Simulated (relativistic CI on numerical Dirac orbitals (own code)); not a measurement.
Rb³⁺: calculation against measurement

Method of calculation: Dirac-Coulomb-Breit CI, KLI orbitals optimised for each configuration, model QED, valence Slater integrals scaled by 0.85, P86 correlation energy added to each configuration (own radial code, finite nucleus).

CI space (outside the closed core [Ar] 3d10): 4s2 4p4, 4s 4p5, 4s2 4p3 4d, 4p6, 4s2 4p3 4f, 4s 4p4 4d, 4s2 4p3 5s, 4s2 4p3 5p, 4s 4p4 4f, 4s2 4p3 5d, 4s2 4p3 6s, 4s2 4p3 6p, 4s2 4p3 5f, 4s2 4p2 4d2, 4s2 4p 4d3, 4s2 4p 4d2 4f, 4s 4p2 4d3, 4s2 4p 4d2 5s, 4s2 4p 4d2 5p. Double excitations out of closed p, d and f shells are left out; levels of such configurations are missing from the list, as are those of other unlisted configurations, and high levels can miss mixing partners. These lack a partner that the ground configuration has and come out too high: 4s 4p4 4f, 4s2 4p3 5d, 4s2 4p3 6s, 4s2 4p3 6p, 4s2 4p3 5f.

| Configuration | Term (tabulated) | J | Measured (cm⁻¹) | Computed | Error | Purity (%) |
| --- | --- | --- | --- | --- | --- | --- |
| 4s2 4p4 | 3P | 2 | 0.0 | 0 | 0 | 93 |
| 4s2 4p4 | 3P | 1 | 6260.4 | 6139 | -122 | 98 |
| 4s2 4p4 | 3P | 0 | 6947.8 | 6697 | -251 | 91 |
| 4s2 4p4 | 1D | 2 | 17357.7 | 17215 | -142 | 93 |
| 4s2 4p4 | 1S | 0 | 38403.6 | 35918 | -2486 | 89 |
| 4s 4p5 | 3P° | 2 | 134978.5 | 144969 | 9990 | 78 |
| 4s 4p5 | 3P° | 1 | 139617.9 | 149559 | 9941 | 76 |
| 4s 4p5 | 3P° | 0 | 142608.9 | 152507 | 9898 | 77 |
| 4s2 4p3 4d | 5D° | 0 | 170775.5 | 178824 | 8048 | 97 |
| 4s2 4p3 4d | 5D° | 1 | 170855.3 | 178900 | 8045 | 97 |
| 4s2 4p3 4d | 5D° | 2 | 170888.4 | 178919 | 8031 | 97 |
| 4s2 4p3 4d | 5D° | 3 | 170937.5 | 178944 | 8007 | 96 |
| 4s2 4p3 4d | 5D° | 4 | 171245.5 | 179168 | 7923 | 96 |
| 4s2 4p3 4d | 3D° | 2 | 181480.9 | 191358 | 9877 | 73 |
| 4s2 4p3 4d | 3D° | 3 | 182975.2 | 192995 | 10020 | 87 |
| 4s2 4p3 4d | 3D° | 1 | 183581.5 | 193769 | 10187 | 98 |
| 4s2 4p3 4d | 3F° | 2 | 187504.5 | 196756 | 9252 | 78 |
| 4s2 4p3 4d | 1S° | 0 | 188549.2 | 201216 | 12667 | 96 |
| 4s2 4p3 4d | 3F° | 3 | 188981.9 | 198115 | 9133 | 84 |
| 4s2 4p3 4d | 3F° | 4 | 190882.2 | 199868 | 8986 | 86 |
| 4s2 4p3 4d | 3G° | 3 | 195601.8 | 204237 | 8636 | 87 |
| 4s2 4p3 4d | 3G° | 4 | 196280.8 | 204900 | 8619 | 78 |
| 4s2 4p3 4d | 3G° | 5 | 196976.8 | 205837 | 8861 | 99 |
| 4s2 4p3 4d | 1G° | 4 | 199445.7 | 208919 | 9474 | 87 |
| 4s2 4p3 5s | 5S° | 2 | 203281.3 | 212991 | 9709 | 95 |
| 4s2 4p3 4d | 1D° | 2 | 205272.6 | 214282 | 9009 | 81 |
| 4s2 4p3 4d | 3D° | 1 | 207138.3 | 216739 | 9601 | 95 |
| 4s2 4p3 5s | 3S° | 1 | 209941.9 | 219663 | 9721 | 58 |
| 4s2 4p3 4d | 3P° | 0 | 210509.6 | 220148 | 9638 | 94 |
| 4s2 4p3 4d | 3D° | 2 | 210720.3 | 220085 | 9365 | 78 |
| 4s2 4p3 4d | 3P° | 1 | 211855.1 | 221452 | 9597 | 62 |
| 4s2 4p3 4d | 3F° | 3 | 212694.3 | 220482 | 7788 | 90 |
| 4s2 4p3 4d | 3F° † | 2 | 213459.9 | 221549 | 8089 | 80 |
| 4s2 4p3 4d | 3F° † | 4 | 213970.7 | 221368 | 7398 | 82 |
| 4s2 4p3 4d | 3D° | 3 | 214501.2 | 224160 | 9658 | 84 |
| 4s2 4p3 4d | 3P° | 2 | 217114.0 | 226038 | 8924 | 90 |
| 4s2 4p3 5s | 3D° † | 1 | 223788.4 | 234917 | 11128 | 81 |
| 4s2 4p3 5s | 3D° † | 2 | 224044.1 | 234923 | 10879 | 71 |
| 4s2 4p3 4d | 3S° | 1 | 224955.0 | 232538 | 7583 | 84 |
| 4s2 4p3 4d | 1F° | 3 | 226491.9 | 235438 | 8946 | 57 |
| 4s2 4p3 4d | 3D° | 3 | 229160.1 | 238850 | 9690 | 65 |
| 4s2 4p3 4d | 3D° | 1 | 236054.7 | 244588 | 8533 | 68 |
| 4s2 4p3 5s | 3P° | 0 | 240818.0 | 250897 | 10079 | 57 |
| 4s2 4p3 4d | 1D° | 2 | 240860.3 | 249599 | 8739 | 81 |
| 4s2 4p3 5p | 5P | 1 | 241923.9 | 250814 | 8891 | 94 |
| 4s2 4p3 5p | 5P | 2 | 242254.4 | 251175 | 8921 | 90 |
| 4s2 4p3 5p | 5P | 3 | 243527.6 | 252329 | 8801 | 96 |
| 4s2 4p3 5s | 3P° | 2 | 243700.3 | 253477 | 9777 | 74 |
| 4s2 4p3 4d | 1F° | 3 | 245392.6 | 256035 | 10643 | 89 |
| 4s2 4p3 5s | 1P° | 1 | 246331.5 | 256586 | 10254 | 57 |
| 4s2 4p3 5p | 3P | 1 | 247061.1 | 256396 | 9335 | 90 |
| 4s2 4p3 5p | 3P | 2 | 247902.3 | 257199 | 9297 | 89 |
| 4s2 4p3 5p | 3P | 0 | 248171.3 | 257459 | 9288 | 99 |
| 4s2 4p3 5p | 3F | 3 | 262484.8 | 272271 | 9786 | 67 |
| 4s2 4p3 5p | 3D | 3 | 264884.8 | 273970 | 9085 | 59 |

Measured levels from Sansonetti, J. Phys. Chem. Ref. Data 35, 301 (2006); pairs were made by configuration, J and term (by order where the table uses no LS term), so strongly mixed levels may be paired wrongly.

Mean error by configuration (cm⁻¹): 4s2 4p4 -750; 4s 4p5 9943; 4s2 4p3 4d 9116; 4s2 4p3 5s 9908; 4s2 4p3 5p 9175. Over the excited levels the mean absolute error is 8585 cm⁻¹ (54 of the 69 excited levels that our extract of the source holds in range could be paired, and the others can miss by more), and the median relative error of those above 1,000 cm⁻¹ is 4.4 %. † marks terms whose computed intervals miss the measured ones by more than a factor of 2.5, or configurations far off the rest, from wrong mixing, a near crossing or a doubtful label or measurement; they are left out of the means.
